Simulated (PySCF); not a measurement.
Computed shifts of a molecule C₆H₁₅Al, KT2/pcSseg-1 in PySCF, GIAO, gas phase, equivalent atoms averaged, in ppm (number of nuclei): ¹³C: 14.9 (2), 13.5 (1), 13.5 (1), 12.5 (1), 11.4 (1). ¹H: 1.65 (3), 1.62 (3), 1.36 (3), 1.06 (1), 0.85 (1), 0.82 (1), 0.67 (1), 0.57 (1), 0.42 (1). References: ¹³C against TMS (σ = 185.1 ppm); ¹H against TMS (σ = 31.47 ppm), references at their B3LYP-D3(BJ)/def2-TZVP geometries, non-relativistic. The structure is a stationary point at PBE0-D3(BJ)/def2-SVP. Other conformers were not sampled.

**Question.** Identify the compound among the candidates.
A. C[CH2][Al]([CH2]C)[CH2]C
B. CC[CH2][AlH][CH2]CC
C. C[CH](C)[AlH][CH](C)C
D. CCC[CH2][Al]([CH3])[CH3]

**Answer.** A, C[CH2][Al]([CH2]C)[CH2]C
